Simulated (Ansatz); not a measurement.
This geometry of BFH2O + H4OSi (11 atoms, charge 0, multiplicity 1) is a first-order saddle point.

The calculation used RKS PBE0/def2-SVP in Ansatz 0.2.0.

```xyz
11
Properties=species:S:1:pos:R:3
B 0.099 0.235 0.357
O -0.779 -0.672 1.226
H -1.586 -0.950 0.778
F 1.413 -0.103 0.454
H -0.339 0.430 -0.759
O -0.211 1.411 1.345
Si 0.959 2.402 2.079
H 1.790 1.626 3.039
H 1.793 2.996 1.001
H 0.209 3.462 2.809
H -0.802 0.454 1.748
```

Q: Which two structures does it join? (They come from a converged band through this point; their orientation in space is the band's.)

A: Bonds broken: B1–O2, O6–H11. Bonds formed: B1–O6, O2–H11. BFH2O + H4OSi becomes BFH4OSi + H2O.

Image 0:

```xyz
11
Properties=species:S:1:pos:R:3
B 0.047 -0.224 0.170
O -0.795 -1.069 0.817
H -1.683 -1.034 0.451
F 1.333 -0.286 0.517
H -0.269 0.410 -0.808
O -0.343 1.547 1.697
Si 0.956 2.526 2.131
H 2.015 1.751 2.842
H 1.472 3.097 0.860
H 0.492 3.628 3.028
H -0.677 0.946 2.373
```

Image 8:

```xyz
11
Properties=species:S:1:pos:R:3
B -0.033 0.658 0.305
O -0.760 -0.587 1.520
H -0.820 -1.443 1.074
F 1.171 0.056 0.127
H -0.844 0.541 -0.596
O -0.073 1.807 1.064
Si 1.133 2.476 2.005
H 1.654 1.497 3.007
H 2.267 2.964 1.165
H 0.525 3.629 2.726
H -1.672 -0.307 1.679
```

Q: How far does it lie above each of them?

A: 12.0 kcal/mol above the first and 13.2 kcal/mol above the second. This is the barrier of this one path; another mechanism may lie lower. The orbitals stay closed-shell, which can raise the energy where a bond breaks towards radicals; this wasn't checked here.

Time of the run: 7.1 min on 2 threads of Arm Neoverse V2 (shared host), peak memory 0.23 GiB.
